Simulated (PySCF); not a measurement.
# Electric field gradients and quadrupole coupling constants

Species: C₈H₁₃PS.
Cartesian coordinates in Å at the GFN2-xTB level; atoms count from 1:
```xyz
23
C8H13PS angstrom
C     -2.204    2.693   -0.538
C     -2.435    1.386   -0.600
C     -1.629    0.362    0.033
C     -1.924   -0.939   -0.001
C     -1.013   -1.868    0.733
P      0.508   -0.872    1.159
C      1.310   -1.027   -0.528
S      2.618    0.208   -0.785
C      3.768   -0.323    0.511
C     -0.390    0.721    0.811
H     -2.847    3.401   -1.032
H     -1.373    3.107    0.007
H     -3.288    1.017   -1.156
H     -2.792   -1.341   -0.502
H     -0.747   -2.754    0.148
H     -1.484   -2.220    1.658
H      1.751   -2.020   -0.640
H      0.576   -0.859   -1.318
H      3.266   -0.273    1.474
H      4.610    0.360    0.488
H      4.100   -1.337    0.305
H      0.272    1.395    0.260
H     -0.657    1.209    1.753
```

Field gradients from the PBE0/pcSseg-1 density (PySCF, non-relativistic), principal values in atomic units, ordered |Vxx| ≤ |Vyy| ≤ |Vzz|:

| atom | Vxx | Vyy | Vzz |
| --- | --- | --- | --- |
| S8 | 0.6210 | 2.4693 | -3.0903 |

Q: Find the asymmetry η = (Vxx − Vyy)/Vzz and the couplings χ = eQV/h (234.96 MHz × Q in barn × V in au), with Q(33S) = −0.0678 b.

A: 
```json
{"atom": "S8", "environment": "sulfide sulfur", "nucleus": "33S", "η": "0.60", "χzz (MHz)": "49.23", "χxx (MHz)": "-9.89", "χyy (MHz)": "-39.34"}
```

Q: What is Vzz at S8 in SI units (1 au = 9.71736 × 10²¹ V/m²)?

A: -3.0903 au = -30.030 × 10²¹ V/m².

Q: And the gradient at the other heavy atoms, for which no coupling is worked out here?

A: 
```csv
atom,environment,Vzz (au),η
C1,terminal =CH2 carbon,0.310,0.36
C2,alkene CH carbon,0.322,0.53
C3,fully substituted alkene carbon,0.286,0.67
C4,alkene CH carbon,0.262,0.66
C5,sp3 carbon bound to phosphorus,0.077,0.17
P6,phosphine phosphorus,-1.475,0.06
C7,sp3 carbon bound to sulfur,0.227,0.38
C9,S-methyl carbon,0.264,0.11
C10,sp3 carbon bound to phosphorus,0.100,0.32
```

Were the hydrogens deuterons (Q(2H) = 0.00286 b), χzz would run from 199 kHz (H22) to 227 kHz (H11 and H12).

One conformer (not necessarily the lowest) at the GFN2-xTB geometry, without solvent, vibrations or thermal averaging. GFN2-xTB bond lengths can be off by several hundredths of an ångström, more for odd bonds, and the gradients follow them. The basis is small and wasn't made for field gradients, so the couplings can be 20 % off.

These values come from a run that also computed NMR shieldings. The run took 60 s on Arm Neoverse V1, one thread, on a shared host, and the process peaked at 1.1 GiB of memory.
